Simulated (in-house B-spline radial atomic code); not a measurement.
A run on F⁶⁺ that did not converge. Method: scalar-relativistic (X2C) SCAN, spin-polarised, spherical fractional occupations, Fermi nucleus of rms radius 2.8976 fm; computed with a B-spline radial code for spherical atoms.

Command:
```bash
python run_scf.py task.json out
```
Settings (nuclear radius in fm, mass in u):
```
Z                9
configuration    [He] 2s1
hamiltonian      x2c
method           scan,scan
spin_polarised   True
nucleus          fermi
rms_radius       2.8976
atomic_mass      18.9984
speed_of_light   137.035999084
```

First and last ten iterations of the last attempt (damped for 15 steps, keeping 80 % of the old Fock matrix, then DIIS):
```
 iter        energy (Eh)    residual
    1         -82.408068    3.45e-02
    2         -82.409027    7.82e-04
    3         -82.409027    6.32e-04
    4         -82.409027    5.11e-04
    5         -82.409027    4.13e-04
    6         -82.409027    3.34e-04
    7         -82.409028    2.70e-04
    8         -82.409028    2.18e-04
    9         -82.409028    1.76e-04
   10         -82.409028    1.43e-04
  111         -44.068216    1.26e+00
  112         -49.028751    1.22e+00
  113         -36.997331    3.51e+00
  114         -37.062842    3.49e+00
  115       90784.568943    2.13e+02
  116       90829.262167    2.13e+02
  117       91361.578697    2.13e+02
  118       91370.147115    2.13e+02
  119       91429.991095    2.13e+02
  120         -33.997441    3.88e+00
 not converged after 120 iterations
```

The smallest residual met was 2.0e-05; the threshold is about 1e-07. No energy from this run should be used. Cost of the run: 1.1 s on 1 thread of Arm Neoverse V1 (shared host).
